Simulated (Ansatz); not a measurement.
| atom | x (Å) | y (Å) | z (Å) |
| --- | --- | --- | --- |
| O | 1.1501 | -0.0092 | 0.0039 |
| C | 0.3559 | 1.0954 | 0.0032 |
| C | -0.9636 | 0.7233 | 0.0029 |
| C | -0.9489 | -0.7178 | 0.0019 |
| C | 0.3582 | -1.0796 | -0.0049 |
| H | 0.8571 | 2.0478 | 0.0093 |
| H | -1.8257 | 1.3739 | -0.0068 |
| H | -1.8154 | -1.3760 | 0.0081 |
| H | 0.8576 | -2.0544 | -0.0089 |

Basis set: 6-31G* (spherical functions). Frozen core: 5 orbitals. Charge 0, multiplicity 1.

Computed with Ansatz (development build ahead of 0.2.0); each method stands on the lowest determinant of its kind that the runs found. Restricted open shells among the atoms or ions are ROHF, correlated in semicanonical orbitals with singles.

The atomization energy at this shape (free ground-state atoms in the same class of orbitals less the molecule, no zero-point energy) of singlet C₄H₄O:

```tsv
method	atomization energy
RHF	717.15 kcal/mol
```

(1) What does RHF-MP2 give?

## Answers

(1) 943.91 kcal/mol.
